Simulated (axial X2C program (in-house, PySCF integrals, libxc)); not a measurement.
# Worked dissociation energy of GeC⁻: TPSSh, spin-free

All values were computed with an axial X2C code built on PySCF integrals. Spin-free means the one-electron spin-free X2C Hamiltonian. Basis: Ge dyall-acv3z [10s10p8d5f1g], C dyall-av3z [8s7p3d2f] (cores contracted in-house); Gaussian nuclei, density fitting, unrestricted open shells. Masses: Ge 73.921 u, C 12.000 u.

Molecular state: M_S = 1/2, Λ = 0 (beyond evenly filled blocks: σα).

```
E(Ge) (2M_S = 2, M_L = 0) : -2098.747989 hartree
E(C-) (2M_S = 3, M_L = 0) : -37.930518 hartree
E(GeC⁻) at Re             : -2136.846033 hartree
ωe                        : 883.5 cm⁻¹
ωexe                      : 6.1 cm⁻¹
```

Task: Work out De and D0.

Result: De = -2098.747989 + (-37.930518) − (-2136.846033) = 0.16753 hartree = 4.559 eV. The zero-point energy is ωe/2 − ωexe/4 = 440 cm⁻¹ = 0.055 eV, so D0 = 4.504 eV.

The state is one determinant whose occupation by symmetry is held fixed; it was picked as the lowest of a PBE0 search that is not exhaustive. De is counted from the lowest determinant-based energies of the atoms at the same level, without counterpoise correction. Other states lie close and PBE0, whose exact exchange favours high spin, may order them wrongly; the determinant shown need not be the ground state. The nearest other spin-free determinant of the search, M_S = 1/2, Λ = 1, lies 0.28 eV up at the distance of the search. The highest occupied level of some functionals is positive through self-interaction error; at Hartree–Fock it is bound. The determinant is spin-polarised beyond a pure state at some levels (its spin-free form has ⟨S²⟩ too high), which makes Re and μ there less reliable. Spin-free De lacks the spin–orbit lowering of the heavy p-block atom, a tenth of an eV or more for 4p and 5p, up to an eV for 6p and one to two eV for 7p atoms, less what an open-shell molecule gains itself.

Each atomic determinant is the lowest at this level and need not be a pure term. Totals compare only within one Hamiltonian and basis.
